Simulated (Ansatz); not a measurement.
Start from `NBOCN` and change one atom or group to get `NCOC=[Se]`.

Ansatz, PBE0-D4/def2-TZVP geometries, multiplicity 1. Each molecule was computed in one conformer, which needn't be the lowest.

Scalar relativity is left out up to krypton.

```tsv
property	`NBOCN`
size of the dipole moment (ωB97M-V/def2-TZVPP) / D	0.74
HOMO energy (PBE0/def2-TZVPP) / eV	-7.17
LUMO energy (PBE0/def2-TZVPP) / eV	1.17
LUMO energy (ωB97M-V/def2-TZVPP) / eV	2.54
HOMO energy (ωB97M-V/def2-TZVPP) / eV	-9.61
HOMO energy (B3LYP/def2-TZVPP) / eV	-6.94
```

Q: What does the change do to each property? (An estimate is asked.)

A: The calculation gave: 
```csv
property,`NCOC=[Se]`,shift
size of the dipole moment (ωB97M-V/def2-TZVPP) / D,3.19,2.45
HOMO energy (PBE0/def2-TZVPP) / eV,-6.20,0.97
LUMO energy (PBE0/def2-TZVPP) / eV,-1.58,-2.75
LUMO energy (ωB97M-V/def2-TZVPP) / eV,0.52,-2.02
HOMO energy (ωB97M-V/def2-TZVPP) / eV,-8.36,1.25
HOMO energy (B3LYP/def2-TZVPP) / eV,-5.96,0.98
```

With PBE0 the HOMO rises by 0.97 eV and the LUMO falls by 2.75 eV, so the gap narrows by about 3.72 eV. PBE moves the HOMO by 0.63 eV and ωB97M-V by 1.25 eV. Dipoles are sizes alone; their direction can turn.

B3LYP here is the variant with VWN-RPA as its local correlation; programs differ in this.

Spin–orbit coupling is left out; it splits and shifts lone-pair levels of the heavy atoms by tenths of an eV.
